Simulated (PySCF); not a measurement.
SMILES Oc1ccccc1[SeH] (C6H6OSe), GFN2-xTB optimised geometry.

```
14

O     -1.34    -1.64     0.00
C     -0.70    -0.43     0.00
C     -1.38     0.77     0.00
C     -0.69     1.97     0.00
C      0.70     1.97     0.00
C      1.38     0.77     0.00
C      0.69    -0.43     0.00
Se     1.65    -2.09     0.00
H     -2.30    -1.50     0.00
H     -2.47     0.77     0.00
H     -1.23     2.90     0.00
H      1.24     2.90     0.00
H      2.47     0.75     0.00
H      0.47    -2.90     0.00
```

Density from PBE0/def2-TZVP (PySCF) at that geometry.

Minimum of the electron density along straight lines between bonded atoms, close to the bond critical point (lines longer than 1.1 times the sum of covalent radii, or with two minima, are not listed):

| bond | length / Å | ρ at the minimum / e bohr⁻³ | ∇²ρ there / e bohr⁻⁵ | position (fraction from the first atom) |
|---|---|---|---|---|
| O1–C2 | 1.364 | 0.290 | ___ | 0.66 |
| C2–C3 | 1.385 | 0.322 | -0.96 | 0.52 |
| C3–C4 | 1.385 | 0.319 | -0.94 | 0.51 |
| C4–C5 | 1.383 | 0.322 | -0.96 | 0.50 |
| C5–C6 | 1.384 | 0.321 | -0.95 | 0.50 |
| C2–C7 | 1.396 | 0.317 | -0.93 | 0.51 |
| C6–C7 | 1.385 | 0.319 | -0.94 | 0.49 |
| C7–Se8 | 1.911 | 0.159 | ___ | 0.50 |
| O1–H9 | 0.964 | ___ | -2.47 | 0.81 |
| C3–H10 | 1.082 | 0.283 | -1.00 | 0.64 |
| C4–H11 | 1.079 | 0.288 | -1.03 | 0.65 |
| C5–H12 | 1.079 | 0.288 | -1.03 | 0.64 |
| C6–H13 | 1.081 | 0.287 | -1.03 | 0.65 |
| Se8–H14 | 1.436 | 0.190 | -0.37 | 0.63 |

### Question
What belongs in the gaps?

### Answer

- O1–C2, ∇²ρ there / e bohr⁻⁵: -0.55
- C7–Se8, ∇²ρ there / e bohr⁻⁵: -0.18
- O1–H9, ρ at the minimum / e bohr⁻³: 0.360
